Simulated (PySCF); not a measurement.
F2Pb, neutral, multiplicity 1. Atoms are numbered in the order given.

```xyz
3

Pb     0.0000     0.0000     0.2458
F      0.0000    -1.5514    -1.1198
F      0.0000     1.5514    -1.1198
```

Coordinates come from a PBE-D3(BJ)/def2-TZVP optimisation. The def2 effective core potentials stand for the cores of Pb; spin–orbit coupling is left out.

The numbers are results of TDDFT-M06-2X/def2-SVPD in PySCF, not measurements.

Vertical excitations. The molecule is in vacuum. State labels are in the subgroup C2v.

Computed UV-visible absorptions:
```
state  symmetry  energy (eV)  λ (nm)      f                              main pairs
-----  --------  -----------  ------  -----  --------------------------------------
S1           B1         5.34     232  0.073                          HOMO→LUMO 98 %
S2           A2         6.33     196  0.000                        HOMO−1→LUMO 98 %
S3           B2         6.73     184  0.001                        HOMO−2→LUMO 87 %
S4           B1         6.84     181  0.009                        HOMO−4→LUMO 98 %
S5           A1         7.05     176  0.016      HOMO−3→LUMO 79 %, HOMO→LUMO+2 17 %
S6           A2         7.12     174  0.000                        HOMO−5→LUMO 97 %
S7           B2         7.71     161  0.176    HOMO→LUMO+1 70 %, HOMO−1→LUMO+2 18 %
S8           A1         7.79     159  0.315      HOMO→LUMO+2 71 %, HOMO−3→LUMO 15 %
S9           A1         8.29     150  0.011  HOMO−1→LUMO+1 79 %, HOMO−4→LUMO+2 12 %
S10          A2         8.32     149  0.000  HOMO−2→LUMO+2 67 %, HOMO−3→LUMO+1 19 %
T1           B1         4.30     288      0                          HOMO→LUMO 95 %
T2           B2         6.17     201      0      HOMO−2→LUMO 50 %, HOMO→LUMO+1 42 %
T3           A2         6.25     198      0                        HOMO−1→LUMO 97 %
T4           B2         6.39     194      0      HOMO−2→LUMO 47 %, HOMO→LUMO+1 46 %
```
Triplets are in the Tamm–Dancoff approximation, which puts them higher than full response would, so one can lie above its singlet here.
